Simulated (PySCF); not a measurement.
YCl2, SMILES [Cl][Y+][Cl], charge +1.

The structure is a stationary point at B3LYP-D3(BJ)/def2-TZVP. The multiplicity is an assumed one; other spin states were not compared. The isomer is the one that the SMILES or the coordinates give; other isomers of the formula were not compared. The def2 effective core potentials stand for the cores of Y; spin–orbit coupling is left out.

Method: CAM-B3LYP/def2-TZVPD run with PySCF.

The molecule is in vacuum.

| Quantity | Value |
|---|---|
| total energy | -958.63906 hartree |
| point group | C2v |
| highest occupied level | -15.13 eV |
| lowest empty level | -7.33 eV |
| orbital gap | 7.80 eV |
| dipole moment about the centre of nuclear charge | 7.29 D |
| mean static polarisability | 53.6 bohr³ (7.94 Å³) |
| polarisability, principal values | 38.4, 46.7, 75.6 bohr³ |
